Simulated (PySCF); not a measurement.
# Polarisability and C₆ of Au⁺ (gold, charge +1)

[Xe] 4f14 5d9 6s1, high-spin 3D determinant (an excited configuration). Computed with PySCF 2.14 in ANO-RCC-VTZP (8s7p5d3f1g, 84 functions), with the spin-free X2C one-electron Hamiltonian (Gaussian nucleus). Coupled (time-dependent) response in atomic units; α is the mean over directions. The basis has no added diffuse functions, which lowers α and C₆.

```json
{"method": "UHF", "mean α (bohr³)": "25.49", "α xx, yy, zz": "25.71, 25.71, 25.05", "C₆ (like pair)": "185.7", "S(−4)": "353.0"}
{"method": "PBE", "mean α (bohr³)": "20.04", "α xx, yy, zz": "19.95, 19.95, 20.22", "C₆ (like pair)": "152.6", "S(−4)": "156.5"}
```

S(−4) is the Cauchy moment in α(ω) = α(0) + S(−4) ω² + …

Spin-orbit coupling is absent.

α(iu) at PBE:

```tsv
u (hartree)	α(iu) (bohr³)
0	20.04
0.0500	19.66
0.100	18.64
0.200	15.77
0.300	13.05
0.500	9.374
0.750	6.870
1.00	5.376
1.50	3.588
2.00	2.550
3.00	1.459
5.00	0.6523
```

For an ion, C₆ is the dispersion term alone; charge-induced terms of lower order in 1/R come first.

The components differ because the open shell of this determinant is not spherical; for a pure term their mean is the scalar polarisability.

Spin-orbit coupling, absent here, splits the open shell strongly.
